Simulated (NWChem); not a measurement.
# C₃H₈Si; SMILES C=C(C)[SiH3]

```xyz
12

C      1.3353     1.0631     0.0000
C      0.1137     0.5101     0.0000
C     -1.1402     1.3386     0.0000
Si    -0.0562    -1.3637     0.0000
H      2.2488     0.4602     0.0000
H      1.4704     2.1524     0.0000
H     -1.7640     1.1192     0.8830
H     -0.9169     2.4169     0.0000
H     -1.7640     1.1192    -0.8830
H      1.2957    -1.9993     0.0000
H     -0.8180    -1.8235    -1.2049
H     -0.8180    -1.8235     1.2049
```
Atoms are numbered in this order, from 1.

Geometry: optimised at PBE0/def2-SVP.

Symmetry labels are those of Cs in the frame above (b1 and b2, or b-type labels, depend on it).

Question: List the 4 lowest vertical singlet excitations from PBE0/6-31+G* (spherical d), TDA (NWChem).

Answer: 
```csv
state,energy (eV),oscillator strength,symmetry,leading excitation (squared amplitude)
S1,6.57,0.003,a",HOMO → LUMO+1 (0.96)
S2,6.83,0.002,a",HOMO−1 → LUMO (0.93)
S3,7.11,0.432,a',HOMO → LUMO (0.81)
S4,7.26,0.002,a",HOMO → LUMO+2 (0.81)
```
